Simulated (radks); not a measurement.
Trend from Lu+ to Hg+: ionisation energy by Delta-SCF between NIST ground configurations, and size. All-electron calculation, scalar-relativistic Kohn-Sham, PBE, spin-polarised, spherical densities, finite nucleus; open shells are filled with parallel spins first (spin-orbit coupling, left out, can overturn this in heavy ions); Fermi nuclear charge, rms radius of each element as measured or else 0.836 A^(1/3) + 0.57 fm. Program: a radial shooting solver on a logarithmic mesh with Libxc functionals.

Lu+: configuration [Xe] 4f14 6s2; IE (eV) 14.045; NIST (eV) 14.13; kind semi-emp.
Hf+: configuration [Xe] 4f14 5d1 6s2; IE (eV) 15.071; NIST (eV) 14.61; kind theory
Ta+: configuration [Xe] 4f14 5d3 6s1; IE (eV) 15.687; NIST (eV) 16.2; kind semi-emp.
W+: configuration [Xe] 4f14 5d4 6s1; IE (eV) 16.485; NIST (eV) 16.4; kind semi-emp.
Re+: configuration [Xe] 4f14 5d5 6s1; IE (eV) 17.202; NIST (eV) 16.6; kind semi-emp.
Os+: configuration [Xe] 4f14 5d6 6s1; IE (eV) 17.711; NIST (eV) 17; kind semi-emp.
Ir+: configuration [Xe] 4f14 5d7 6s1; IE (eV) 18.137; NIST (eV) 17.0; kind semi-emp.
Pt+: configuration [Xe] 4f14 5d9; IE (eV) 19.442; NIST (eV) 18.6; kind exp.
Au+: configuration [Xe] 4f14 5d10; IE (eV) 21.041; NIST (eV) 20.20; kind exp.
Hg+: configuration [Xe] 4f14 5d10 6s1; IE (eV) 19.172; NIST (eV) 18.757; kind exp.

Reference values: NIST Atomic Spectra Database (exp. = measured, semi-emp. = semi-empirical, theory = theoretical value adopted there). Open shells are spherical and high-spin; term and fine-structure splittings are not resolved. Spin-orbit splitting is averaged out at the scalar-relativistic level.
